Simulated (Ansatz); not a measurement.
ZnMeH (CH4Zn), relaxed as a singlet with RKS PBE-D4/def2-TZVP in Ansatz, starting from the GFN2-xTB geometry. Force threshold 0.02 eV/Å.

Start:

Cartesian coordinates in Å:
```
Zn 1.2015 0.2881 -0.3700
C -0.6715 -0.1524 0.2015
H -1.3694 0.6625 0.0278
H -0.7358 -0.3867 1.2610
H -1.0739 -1.0145 -0.3251
H 2.6491 0.6029 -0.7951
```

| step | energy (eV) | largest force component (eV/Å) | SCF passes |
| --- | --- | --- | --- |
| 1 | -49513.0808 | 0.837 | 25 |
| 2 | -49513.1216 | 0.318 | 30 |
| 3 | -49513.1254 | 0.060 | 30 |
| 4 (rejected) | -49513.1253 | 0.072 | 30 |
| 5 | -49513.1255 | 0.003 | 30 |

Force components are those of the run's own axes.

End:

```xyz
6

Zn    1.1542    0.2672   -0.3493
C    -0.6631   -0.1533    0.2006
H    -1.3377    0.6941    0.0083
H    -0.7046   -0.3837    1.2755
H    -1.0476   -1.0253   -0.3489
H     2.5987    0.6011   -0.7861
```

By distances, no bond broke or formed. The bond that changes most is Zn1–C2, from 2.01 to 1.94 Å (atoms count from 1).

No frequencies were taken in this run, so the end may be a saddle point.

Hardware: 4 threads of Arm Neoverse V1 on a shared host. Wall time 4.5 s.
